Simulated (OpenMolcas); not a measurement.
**Co5+, Rh5+, Ir5+: d⁴ down the group**

- Program: OpenMolcas
- Method: SS-RASPT2, IPEA 0.25 Eh, imaginary shift 0.1 Eh
- Basis: ANO-RCC-VQZP
- Scalar Hamiltonian: DKH2, point nucleus
- Spin-orbit coupling: RASSI with atomic mean-field integrals over the reference wave functions, term energies averaged over their components

Active space for each ion: 10 electrons in 8 orbitals (RAS1 p, at most 2 holes; RAS2 d); closed shells correlated by CASPT2: Co5+ 3s; Rh5+ 4s; Ir5+ 5s.

Computed levels in cm-1 above ⁵D₀:

```
                               Level   Co5+   Rh5+   Ir5+
                                 ⁵D₁    215    676   5900
                                 ⁵D₂    627   1762  10740
                                 ⁵D₃   1208   3070  14300
                                 ⁵D₄   1932   4520  16350
                                 ³H₄  28710  19900  24850
                              ³P₁(1)  29120  22100  31120
                                 ³H₅  29190  21500  30940
                                 ³H₆  29690  22700  33510
                              ³F₂(1)  31280  23470  29900
weight of ⁵D in the lowest level (%)    100     96     60
```

Mixed levels, with the weight of the term that names them: Ir5+ ⁵D₀ (60 %), Ir5+ ⁵D₄ (60 %), Ir5+ ³H₄ (54 %), Ir5+ ³P₁(1) (73 %), Ir5+ ³H₆ (71 %), Ir5+ ³F₂(1) (63 %).

Measured, with the error of the calculation in %. Measured levels: Co5+ from Sugar and Corliss, J. Phys. Chem. Ref. Data 10, 1097 (1981).

```
 Level          Co5+
   ⁵D₁    204 (+5.6)
   ⁵D₂    589 (+6.5)
   ⁵D₃   1125 (+7.4)
   ⁵D₄   1782 (+8.4)
   ³H₄  28377 (+1.2)
³P₁(1)  28462 (+2.3)
   ³H₅  28806 (+1.3)
   ³H₆  29234 (+1.6)
³F₂(1)  30555 (+2.4)
```

The fine-structure level ⁵D₄ changes by a factor of 8.46 from Co5+ to Ir5+.

Without spin-orbit coupling ³H lies 28140, 18980, 17290 cm-1 above ⁵D in that order; the difference to the level ³H₄, of either sign, comes from spin-orbit coupling, which also lowers the zero.

CASPT2 breaks the degeneracy within a term, and the mean is taken; among the terms shown or strongly mixed into the levels shown the widest spread is 160 cm-1 (5d⁴ ¹I, Ir5+). Active for correlation alone: 3p; no level in the range computed is led by a configuration that opens it, so any true level of that kind is missing (holds for Co5+). Active for correlation alone: 4p; no level in the range computed is led by a configuration that opens it, so any true level of that kind is missing (holds for Rh5+). Active for correlation alone: 5p; no level in the range computed is led by a configuration that opens it, so any true level of that kind is missing (holds for Ir5+). Measured partners are found by configuration, term and J. A level has none where our copy of the source lacks it or the pairing is in doubt (some pairs that miss far off the trend of their configuration count as doubtful), and it then counts in no deviation. Only configurations of the active space appear.

A number in round brackets counts repeated terms of one configuration in the order of the reference energies.
